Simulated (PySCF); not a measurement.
SMILES COC[SiH2][SeH] (C₂H₈OSeSi) at its GFN2-xTB optimised geometry (Å):

```
13

C      1.4571    -0.8842     1.2483
O      0.8988    -1.2048     0.0000
C     -0.5167    -1.2048     0.0000
Si    -1.2640     0.5677     0.0000
Se     0.2825     1.7949    -1.1160
H      1.1291    -1.5924     2.0182
H      2.5374    -0.9482     1.1315
H      1.1847     0.1306     1.5640
H     -0.8010    -1.7199    -0.9193
H     -0.8950    -1.7949     0.8421
H     -2.5374     0.5699    -0.7113
H     -1.4300     1.0964     1.3550
H      1.1999     0.6947    -1.2099
```

Calculation: PySCF with PBE/def2-TZVP.

Map of the log10 of the electron density (e/bohr³), floored at −4 on the plane z = 0.6 Å:

```
|                           |
|                           |
|                           |
|             ...           |
|           ..::::.         |
|        ...:-----:.        |
|      ..::--====--:.       |
|     .:-=====+++=-:.       |
|    .:-=+**+++++=-:.       |
|    :-=+*###**++=--.       |
|   .:=+*#%%#**++==-:.      |
|   .-=+*#%%#**+++==-:.     |
|   .-=+*#%%#*++++++=-:.    |
|   .:-++*####*+****++=:.   |
|    .-=+*##%####%%##*+-:   |
|    .:-=+*#%%#%@@@%%#*=:   |
|     .:-+*%@@%%@@@%##+=:   |
|      .-+#%@@%%@@%#**+-.   |
|      .-+*%@%####*++=-:.   |
|       :=+###*++++=--:.    |
|       .-=+++=-=--::.      |
|        .:---::::..        |
|         .....             |
|                           |
|                           |
|                           |
|                           |
```
Scale: ten equal steps from -4.00 (start of ' ') to -0.487 (end of '@'), in the order ' .:-=+*#%@'; x runs from -5.00 to 5.00, y from -5.00 (bottom) to 5.00 (top).
